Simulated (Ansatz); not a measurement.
Program: Ansatz. Geometries: PBE0-D4/def2-TZVP. ΔE: electronic, gas phase. CCSD(T)/CBS is the MP2 limit (def2-TZVPP, def2-QZVPP) plus CCSD(T) − MP2 in def2-TZVPP, frozen cores. DFT in def2-TZVPP. def2 core potentials past Kr. For I, Zn outer-core shells are correlated without core-valence functions, which leaves a few kJ/mol of doubt a bond. Scalar relativity is left out up to krypton.

Consider the formal exchange of groups at the Si–C bond: `[SiH3]/C=C/I` + `F[CH2][ZnH]` → `F[CH]([SiH3])[ZnH]` + `C=CI`.

`[SiH3]/C=C/I`:

```xyz
9

Si   -0.328   -1.078   -0.816
C     0.424    0.488   -0.142
C     0.096    0.937    1.060
I     0.868    2.673    1.918
H    -1.263   -1.631    0.197
H    -1.064   -0.798   -2.077
H     0.735   -2.076   -1.113
H     1.141    1.041   -0.743
H    -0.610    0.443    1.717
```

`F[CH2][ZnH]`:

```xyz
6

F     1.677    0.079   -0.340
C     0.323   -0.190   -0.590
Zn   -0.736    0.298    1.000
H     0.242   -1.252   -0.844
H     0.036    0.377   -1.482
H    -1.541    0.688    2.256
```

`F[CH]([SiH3])[ZnH]`:

```xyz
9

F    -1.944    0.176    0.113
C    -0.570    0.485    0.262
Si    0.419   -1.084    0.553
Zn    0.002    1.497   -1.336
H    -0.480    1.130    1.146
H     0.358   -1.973   -0.639
H     1.834   -0.655    0.754
H    -0.037   -1.854    1.742
H     0.417    2.279   -2.596
```

`C=CI`:

Cartesian coordinates in Å:
```
C -0.023 0.700 -0.335
C -0.165 -0.420 0.350
I 1.085 -2.066 0.138
H 0.764 0.845 -1.065
H -0.716 1.519 -0.170
H -0.946 -0.578 1.082
```

```tsv
level	ΔE (kcal/mol)
PBE-D4	2.7
ωB97X-V	2.6
CCSD/def2-TZVPP	3.2
CCSD(T)/def2-TZVPP	3.1
```

**Question.** What does CCSD(T)/CBS give? (Estimate.)

**Answer.** Ansatz gave: +3.0 kcal/mol. The listed levels differ from it by -0.3, -0.4, 0.2, 0.1 kcal/mol.

Largest T1 diagnostic among the species: 0.015.
